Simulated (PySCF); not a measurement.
BClH, SMILES [BH]Cl (connectivity only; charge and spin as stated), charge +1, multiplicity 1. Coordinates come from a TPSSh-D3(BJ)/def2-TZVPD optimisation. The multiplicity is an assumed one; other spin states were not compared. The isomer is the one that the SMILES or the coordinates give; other isomers of the formula were not compared.

TDDFT-M06-2X/def2-TZVPD run with PySCF 2.14.0 puts the lowest singlet excitations at 6.93, 7.18, 7.18, 8.90, 8.90, 9.49 eV.

Problem. What are the lowest excitation roots from ADC(3)/aug-cc-pVDZ run with PySCF? (Estimate from the structure and the level; the computed values follow.)

Solution. 7.49, 7.51, 7.51, 9.33, 9.33, 9.86 eV. S1 differs by 0.56 eV (second minus first; roots are paired by order, and the bases may differ).
